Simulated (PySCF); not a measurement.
**Radial density of Kr²⁺ (krypton, charge +2)**

B3LYP, [Ar] 3d10 4s2 4p4, high-spin 3P determinant. Calculation: PySCF 2.14, in aug-cc-pVDZ-DK (6s5p3d, 36 functions); the spin-free X2C one-electron Hamiltonian (Gaussian nucleus).

| r (bohr) | 4πr²ρ (e/bohr) | 4πr²(ρα − ρβ) |
| --- | --- | --- |
| 0.000923 | 0.6066 | 0.0000 |
| 0.00155 | 1.441 | 0.0000 |
| 0.00261 | 3.370 | 0.0000 |
| 0.00439 | 7.586 | 0.0001 |
| 0.00739 | 15.80 | 0.0002 |
| 0.0124 | 28.79 | 0.0012 |
| 0.0209 | 41.94 | 0.0059 |
| 0.0352 | 43.55 | 0.0259 |
| 0.0591 | 36.66 | 0.0810 |
| 0.0995 | 48.27 | 0.1234 |
| 0.167 | 47.59 | 0.0138 |
| 0.281 | 29.62 | 0.1391 |
| 0.473 | 36.62 | 0.2413 |
| 0.796 | 13.09 | 0.1402 |
| 1.34 | 5.323 | 1.4112 |
| 2.25 | 1.824 | 0.6744 |
| 3.79 | 0.09497 | 0.0377 |
| 6.37 | 6.497e-05 | 0.0001 |

Densities and radii are taken from the X2C orbitals without a picture-change correction, which distorts them close to the nucleus.
